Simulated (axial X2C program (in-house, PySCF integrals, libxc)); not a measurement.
# InAs along the bond: PBE0, 2c

Calculated with an axial X2C code built on PySCF integrals. Two-component (2c) means X2C with spin–orbit coupling and atomic mean-field two-electron Coulomb and Gaunt terms. Basis: In dyall-cv3z [11s12p9d4f1g], As dyall-cv3z [9s9p6d4f1g] (cores contracted in-house); Gaussian nuclei, density fitting, unrestricted open shells. Masses: In 114.904 u, As 74.922 u.

State: Ω = 1 (⟨Sz⟩ = 1.00, ⟨Lz⟩ = 0.00 at PBE0). Dipoles are positive if As is the positive end.

```
R (Å)   μ (D)  HOMO (eV)  LUMO (eV)
2.578  -1.189      -5.19      -3.32
2.661  -1.567      -5.18      -3.19
2.743  -1.941      -5.15      -3.07
2.839  -2.370      -5.11      -2.94
2.935  -2.785      -5.05      -2.83
3.058  -3.292      -4.96      -2.72
```

Problem. The minimum lies at 2.739 Å. What is the dipole moment there, and its slope?

Solution. At PBE0, 2c, with the sign and origin stated: μ = -1.92 D, dμ/dR = -4.52 D/Å.

The state is one determinant whose occupation by symmetry is held fixed; it was picked as the lowest of a PBE0 search that is not exhaustive. Density functionals use the spin component along the axis (collinear). Other states lie close and PBE0, whose exact exchange favours high spin, may order them wrongly; the determinant shown need not be the ground state. The nearest other 2c determinant of the search, Ω = 2, lies 0.34 eV up at the distance of the search. With several unpaired electrons one determinant need not be a pure state. Open-shell Ω = 0 determinants with evenly filled partner blocks cannot be reached by this program, so the Ω shown need not be the lowest component. This is the Ω = 1 component of a π² triplet; the 0⁺ component is not one determinant and can lie lowest.
